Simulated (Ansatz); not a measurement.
`CC[SiH2]PO`, relaxed with RKS PBE-D4/def2-SVP in Ansatz from a rough embedded geometry. The force threshold is 0.03 eV/Å; the program also tests the step.

Total charge 0; spin multiplicity 1.

Start:

```xyz
14

C    -0.077   -1.390    1.049
C     0.787   -0.872   -0.008
Si   -0.100    0.034   -1.372
P    -0.923    1.951   -0.652
O     0.242    2.563    0.216
H     0.514   -1.938    1.864
H    -0.588   -0.582    1.622
H    -0.816   -2.075    0.728
H     1.573   -0.256    0.430
H     1.339   -1.744   -0.447
H     0.888    0.347   -2.471
H    -1.131   -0.824   -1.968
H    -1.753    1.347    0.486
H     0.045    3.440    0.524
```

(1) How much energy does the relaxation release, and in how many steps? (Best estimate.)

(2) Which bonds change most? (Best estimate.)

(3) Give the relaxed structure. (An estimate is asked.)

Results:

(1) The calculation gave: 68.50 kJ/mol, in 16 steps.

(2) The calculation gave: P4–O5 from 1.577 to 1.716 Å; Si3–P4 from 2.207 to 2.288 Å; P4–H13 from 1.532 to 1.452 Å; C1–C2 from 1.460 to 1.533 Å.

(3) The calculation gave: 
```xyz
14

C    -0.039   -1.242    1.156
C     0.837   -0.890   -0.052
Si   -0.065    0.033   -1.446
P    -1.054    1.926   -0.627
O     0.150    2.229    0.558
H     0.530   -1.817    1.917
H    -0.417   -0.324    1.649
H    -0.918   -1.857    0.869
H     1.678   -0.234    0.259
H     1.297   -1.799   -0.500
H     0.914    0.425   -2.523
H    -1.158   -0.799   -2.074
H    -1.984    1.151    0.174
H     0.229    3.198    0.638
```
